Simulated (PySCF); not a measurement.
**Levels of Ne⁵⁺ from EOM-EA-GCCSD**

Reference: closed-shell Ne⁶⁺, [He] 2s2; one electron is added. Calculated with PySCF 2.14, two-component X2C-1e with screened spin-orbit coupling, an uncontracted even-tempered set (18 s from 0.11 bohr⁻², ratio 2.6; 11 p from 0.15 bohr⁻², ratio 2.6; 8 d from 0.15 bohr⁻², ratio 2.8; 4 f from 4.3 bohr⁻², ratio 2.8); frozen nothing; the 28 highest virtual spinors dropped; of the others 56 kept and the rest restored at second order. No Breit or QED terms. Binding energies in eV.

```tsv
level	Koopmans	second order	EOM-CCSD
2p1/2	157.35	158.51	158.05
2p3/2	157.17	158.33	157.88
3s1/2	67.643	68.288	68.435
3d3/2	56.234	56.351	56.488
3d5/2	56.225	56.342	56.479
```

Electric-dipole lines between these computed levels:

```
lower  upper  ΔE (eV)  vacuum wavelength (nm)
2p1/2  3s1/2   89.617                   13.83
2p1/2  3d3/2   101.56                   12.21
2p3/2  3s1/2   89.448                   13.86
2p3/2  3d3/2   101.39                   12.23
2p3/2  3d5/2   101.40                   12.23
```

For comparison, the ionisation energy of Ne⁵⁺ is 157.93 eV (measured; NIST Atomic Spectra Database, ionization energies).

Only part of the computed levels is shown.

The screened spin-orbit operator tends to give fine-structure splittings of light species too large.

The highest levels are limited by the diffuse functions of the basis.
